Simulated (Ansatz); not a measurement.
```xyz
8

C     0.843    0.762   -0.607
O    -0.287   -0.043   -0.770
In   -1.168   -1.027    0.715
H     1.666    0.398   -1.235
H     1.214    0.800    0.429
H     0.626    1.794   -0.914
H    -0.378   -0.773    2.214
H    -2.517   -1.910    0.168
```

The species carries charge 0 and has multiplicity 1. In takes the def2 core potential.

Task: List the PBE/def2-TZVPP orbital energies in eV (Ansatz 0.2.0). (Estimate.)

Result: Computed: Occupied: -509.52, -269.60, -121.96, -79.73, -79.42, -79.40, -24.12, -18.97, -18.78, -18.76, -18.75, -18.65, -15.75, -11.40, -10.26, -10.12, -9.16, -7.45, -6.10, -5.90. Lowest empty: -2.22, -1.07, -0.25, 0.92, 1.52, 1.85, 1.90, 2.63.
